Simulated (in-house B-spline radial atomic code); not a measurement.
Inner levels of tin as electrons are removed. A shift is the extra binding of the orbital against the neutral atom ([Kr] 4d10 5s2 5p2). Computed with an all-electron radial atomic-structure program (B-spline basis): non-relativistic Hartree-Fock, average of the configuration, point nuclei.

This level leaves out relativity, spin-orbit splitting included, which matters for heavy ions.

```json
{"ion": "Sn", "configuration": "[Kr] 4d10 5s2 5p2", "shift of 3p (eV)": "0", "shift of 3s (eV)": "0", "shift of 2p (eV)": "0", "radius of 3p (bohr)": "0.34211", "radius of 3s (bohr)": "0.35053", "radius of 2p (bohr)": "0.11217", "Σ<r²> (bohr²)": "63.678", "change of density at nucleus (bohr⁻³)": "-"}
{"ion": "Sn+", "configuration": "[Kr] 4d10 5s2 5p1", "shift of 3p (eV)": "?", "shift of 3s (eV)": "?", "shift of 2p (eV)": "?", "radius of 3p (bohr)": "?", "radius of 3s (bohr)": "?", "radius of 2p (bohr)": "?", "Σ<r²> (bohr²)": "?", "change of density at nucleus (bohr⁻³)": "?"}
{"ion": "Sn2+", "configuration": "[Kr] 4d10 5s2", "shift of 3p (eV)": "?", "shift of 3s (eV)": "?", "shift of 2p (eV)": "?", "radius of 3p (bohr)": "?", "radius of 3s (bohr)": "?", "radius of 2p (bohr)": "?", "Σ<r²> (bohr²)": "?", "change of density at nucleus (bohr⁻³)": "?"}
{"ion": "Sn3+", "configuration": "[Kr] 4d10 5s1", "shift of 3p (eV)": "28.844", "shift of 3s (eV)": "28.823", "shift of 2p (eV)": "28.957", "radius of 3p (bohr)": "0.34211", "radius of 3s (bohr)": "0.35054", "radius of 2p (bohr)": "0.11216", "Σ<r²> (bohr²)": "28.608", "change of density at nucleus (bohr⁻³)": "-7.7847"}
{"ion": "Sn4+", "configuration": "[Kr] 4d10", "shift of 3p (eV)": "41.43", "shift of 3s (eV)": "41.336", "shift of 2p (eV)": "41.616", "radius of 3p (bohr)": "0.3421", "radius of 3s (bohr)": "0.35056", "radius of 2p (bohr)": "0.11216", "Σ<r²> (bohr²)": "22.658", "change of density at nucleus (bohr⁻³)": "-26.805"}
{"ion": "Sn5+", "configuration": "[Kr] 4d9", "shift of 3p (eV)": "63.416", "shift of 3s (eV)": "63.314", "shift of 2p (eV)": "63.99", "radius of 3p (bohr)": "0.34199", "radius of 3s (bohr)": "0.35048", "radius of 2p (bohr)": "0.11216", "Σ<r²> (bohr²)": "20.466", "change of density at nucleus (bohr⁻³)": "-21.044"}
```

Problem. Fill in the row of Sn+.

Solution. shift of 3p (eV): 7.8876; shift of 3s (eV): 7.9023; shift of 2p (eV): 7.9087; radius of 3p (bohr): 0.34211; radius of 3s (bohr): 0.35053; radius of 2p (bohr): 0.11217; Σ<r²> (bohr²): 47.146; change of density at nucleus (bohr⁻³): 3.0736.

Problem. Fill in the row of Sn2+.

Solution. shift of 3p (eV): 17.217; shift of 3s (eV): 17.251; shift of 2p (eV): 17.283; radius of 3p (bohr): 0.34212; radius of 3s (bohr): 0.35052; radius of 2p (bohr): 0.11216; Σ<r²> (bohr²): 35.763; change of density at nucleus (bohr⁻³): 6.7671.
